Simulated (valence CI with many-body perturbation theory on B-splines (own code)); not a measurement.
**I3+: electric-dipole lines**

Computed by valence CI with perturbative core correlation (CI+MBPT): four valence electrons over a frozen Dirac-Fock core [Kr] 4d10, radial functions for each j: 11 s, 11 p, 9 d, 7 f, 5 g, 2 h, 1 i, with the one-electron correlation potential Σ1 (screened to all orders), the two-electron term Σ2, the three-electron term Σ3, Breit, model QED; selected single and double excitations, second order for the rest, scaled by the run's own slope (own B-spline code, finite nucleus).

No measured levels were compared; by estimate levels hold to about 250 cm⁻¹ or 0.2 % of their energy and the worst to 1 %, as in measured heavy ions of charge 2 to 7; those with d or f electrons hold less well. Core correlation moves these levels by up to 11000 cm⁻¹, and in measured spectra 5 to 20 % of such shifts remained as error; rates that hang on mixing are uncertain with them. Among the levels kept, up to 300 cm⁻¹ of a level comes from second order outside the variational space, and about a tenth of that is noise between levels of different J, which matters for small intervals.

Lines 1 to 50 of 238 in falling wavelength, among levels below 222043 cm⁻¹, chosen from the strongest by gf and those to the six lowest levels. Wavelengths and rates use the calculated energies, so an error of 200 cm⁻¹ moves a line at 402.0 nm by 0.8 % and its rate by three times that or more. Electric multipoles are in the length gauge, E1 and E2 with the static RPA response of the core. Weak lines are less certain than strong ones. Lines between different terms over intervals too small for the method are left out, as are lines whose strength nearly cancels. Where a level lies close to another of its J and parity, the split of strength between their lines is uncertain. The highest levels of a list are the least certain.

Names give the largest LS component (configuration and term), which can be under half, so a name can repeat, a term be missing and a line seem to break the LS rules; names also repeat where a configuration has a term twice. Letters in brackets count levels of one name in rising energy.

```tsv
λ vac (nm)	Upper	Lower	A (s⁻¹)	S (a.u.)
402.0	5s²5p6p ¹D_2	5s²5p5d ¹P°_1	3.59e+07	5.75e+00
378.7	5s²5p6p ³D_1	5s²5p6s ³P°_1	8.99e+07	7.23e+00
364.7	5s²5p6p ³D_1	5s²5p6s ³P°_0	4.76e+07	3.42e+00
358.0	5s²5p6p ³P_1 [b]	5s²5p6s ¹P°_1	1.28e+08	8.67e+00
351.4	5s²5p6p ³P_1 [b]	5s²5p6s ³P°_2	5.32e+07	3.42e+00
338.7	5s²5p6p ³P_2	5s²5p6s ¹P°_1	2.10e+07	2.02e+00
338.0	5s²5p6p ³D_2	5s²5p5d ³D°_3	1.67e+07	1.59e+00
337.7	5s²5p6p ³P_2	5s²5p5d ¹F°_3	1.18e+07	1.12e+00
332.8	5s²5p6p ³P_2	5s²5p6s ³P°_2	1.73e+08	1.57e+01
324.4	5s²5p6p ³D_3 [a]	5s²5p6s ³P°_2	1.51e+08	1.78e+01
322.4	5s²5p6p ³P_0	5s²5p6s ³P°_1	1.86e+08	3.08e+00
319.7	5s²5p6p ³D_3 [b]	5s²5p6s ³P°_2	7.44e+07	8.40e+00
319.3	5s²5p6p ³P_1 [a]	5s²5p6s ³P°_1	5.00e+07	2.41e+00
317.7	5s²5p6p ³D_2	5s²5p6s ³P°_1	2.02e+08	1.60e+01
317.5	5s²5p6p ¹S_0	5s²5p5d ¹P°_1	3.69e+08	5.83e+00
309.2	5s²5p6p ³P_1 [a]	5s²5p6s ³P°_0	1.92e+08	8.40e+00
309.0	4f5s²5p ³G_4	5s²5p5d ³D°_3	1.45e+07	1.91e+00
306.0	5s²5p6p ³S_1	5s²5p6s ¹P°_1	6.81e+07	2.89e+00
302.8	5s²5p6p ³D_1	5s²5p5d ³D°_1 [a]	5.28e+07	2.17e+00
301.2	5s²5p6p ³S_1	5s²5p6s ³P°_2	2.24e+08	9.07e+00
295.3	5s²5p6p ¹D_2	5s²5p6s ¹P°_1	1.69e+08	1.07e+01
294.5	5s²5p6p ¹D_2	5s²5p5d ¹F°_3	1.76e+08	1.11e+01
293.6	5s²5p6p ³P_0	5s²5p5d ³D°_1 [b]	1.35e+08	1.69e+00
290.8	5s²5p6p ¹D_2	5s²5p6s ³P°_2	4.72e+07	2.87e+00
289.7	5s²5p6p ³D_2	5s²5p5d ³D°_1 [b]	4.49e+07	2.69e+00
286.3	5s²5p6p ³P_2	5s²5p5d ³P°_2 [b]	1.69e+07	9.82e-01
283.9	4f5s²5p ¹D_2	5s²5p5d ¹P°_1	3.75e+07	2.12e+00
282.0	4f5s²5p ³F_2	5s²5p6s ³P°_1	1.56e+07	8.62e-01
278.4	5s²5p6d ³F°_2	4f5s²5p ³F_2	1.43e+07	7.62e-01
276.6	4f5s²5p ³D_3	5s²5p6s ³P°_2	2.55e+07	1.86e+00
269.9	5s²5p6p ³P_1 [b]	5s²5p5d ³D°_2	8.00e+07	2.33e+00
267.3	5s²5p6p ³P_1 [a]	5s²5p5d ³P°_2 [a]	1.72e+08	4.86e+00
265.7	5s²5p6p ³P_0	5s²5p5d ³D°_1 [a]	1.66e+08	1.54e+00
263.5	5s²5p6p ³P_1 [a]	5s²5p5d ³D°_1 [a]	2.96e+07	8.04e-01
262.6	5s²5p6p ³S_1	5s²5p5d ³P°_2 [b]	9.52e+07	2.55e+00
259.7	4f5s²5p ³F_2	5s²5p5d ³D°_1 [b]	1.59e+07	6.88e-01
258.8	5s²5p6p ³P_2	5s²5p5d ³D°_2	8.27e+07	3.54e+00
256.5	5s²5p6p ³P_2	5s²5p5d ³D°_3	1.38e+08	5.77e+00
254.7	5s²5p6p ¹D_2	5s²5p5d ³P°_2 [b]	3.58e+07	1.46e+00
254.6	5s²5p6p ³P_1 [b]	5s²5p6s ³P°_1	4.91e+07	1.20e+00
253.7	5s²5p6p ³D_3 [a]	5s²5p5d ³D°_2	2.59e+07	1.46e+00
252.3	4f5s²5p ³F_3	5s²5p5d ³P°_2 [a]	8.79e+07	4.87e+00
251.5	5s²5p6p ³D_3 [a]	5s²5p5d ³D°_3	2.68e+07	1.47e+00
250.8	5s²5p6p ³D_3 [b]	5s²5p5d ³D°_2	4.02e+07	2.19e+00
250.6	5s²5p6d ³F°_2	5s²5p6p ³D_2	9.43e+07	3.66e+00
250.4	5s²5p6p ³S_1	5s²5p5d ³P°_1	1.37e+08	3.17e+00
249.6	5s²5p6d ³F°_2	5s²5p6p ³P_1 [a]	2.72e+07	1.05e+00
249.6	5s²5p6d ³F°_2	4f5s²5p ³G_3	1.03e+08	3.96e+00
248.7	5s²5p6p ³D_3 [b]	5s²5p5d ³D°_3	5.18e+07	2.75e+00
247.0	5s²5p6p ¹S_0	5s²5p6s ¹P°_1	1.48e+08	1.10e+00
```
